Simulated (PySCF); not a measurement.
SnHF₃, SMILES [F][SnH]([F])[F]. Coordinates come from a B3LYP-D3(BJ)/def2-SVP optimisation. The def2 effective core potentials stand for the cores of Sn; spin–orbit coupling is left out.

Calculation: PySCF with B3LYP-D3(BJ)/def2-SVP.

Harmonic wavenumbers (cm⁻¹): 165, 165, 198, 531, 531, 645, 663, 663, 1987. Rotational constants (GHz): 4.392, 4.392, 2.844; symmetry number 3.

Problem. Work out the zero-point energy and the ideal-gas rigid-rotor harmonic-oscillator thermochemistry at 298.15 K and 1 atm.

Solution. ZPE = ½ Σ hcν = ½ × 5547 cm⁻¹ = 7.93 kcal/mol. H − E(el) = 11.93 kcal/mol. Entropy in cal/(mol K): translation 41.42, rotation 23.99, vibration 9.40, total 74.80. G − E(el) = -10.37 kcal/mol. Cp = 18.68 cal/(mol K).
